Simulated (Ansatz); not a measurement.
CH7FOSi2 can be A, `CO[SiH2][SiH2]F`, or B, `FC([SiH3])O[SiH3]`.

Gas-phase electronic energies from Ansatz, PBE0-D4/def2-TZVP geometries. CBS: MP2 limit from def2 TZ/QZ plus the TZ coupled-cluster correction, frozen cores. Functionals use def2-TZVPP. B3LYP here is the variant with VWN-RPA as its local correlation; programs differ in this. One conformer a species, not always the lowest.

A:

Z-matrix (Å, degrees):
```
C
O 1 1.411
H 1 1.091 2 108.1
H 1 1.096 2 111.7 3 -119.4
H 1 1.096 2 111.4 3 119.2
Si 2 1.645 1 122.5 3 -179.6
Si 6 2.355 2 112.2 1 -65.0
H 6 1.493 2 110.7 1 56.8
H 6 1.485 2 106.6 1 175.7
F 7 1.612 6 109.6 2 61.2
H 7 1.489 6 111.2 2 -179.8
H 7 1.487 6 112.3 2 -57.8
```

B:

```xyz
12

F    -0.341    0.674   -1.555
C     0.382    0.205   -0.458
Si    1.378   -1.341   -0.985
O    -0.489   -0.136    0.556
Si   -1.498    0.951    1.307
H     1.022    1.047   -0.154
H     2.184   -1.795    0.177
H     2.277   -0.974   -2.108
H     0.423   -2.395   -1.402
H    -2.724    1.196    0.511
H    -1.849    0.336    2.607
H    -0.765    2.231    1.502
```

(1) Which isomer does CCSD(T)/CBS put lower? Give the gap. (Estimate.)

(2) Give E(B) − E(A) in kJ/mol with CCSD/def2-TZVPP, r2SCAN-D4, CCSD(T)/def2-TZVPP, HF/def2-TZVPP, B2PLYP, PBE0-D4, B3LYP-D4. (Best estimate.)

Largest T1 diagnostic: 0.012.

Results:

(1) The calculation gave: A, by 192.8 kJ/mol.

(2) Ansatz gave: CCSD/def2-TZVPP 188.6, r2SCAN-D4 187.7, CCSD(T)/def2-TZVPP 186.7, HF/def2-TZVPP 188.1, B2PLYP 188.3, PBE0-D4 189.4, B3LYP-D4 186.3. None reverses the order clearly.

From PBE to PBE0 (25 % exact exchange), in def2-TZVPP and without D4, E(B) − E(A) moves by +4.5 kJ/mol.
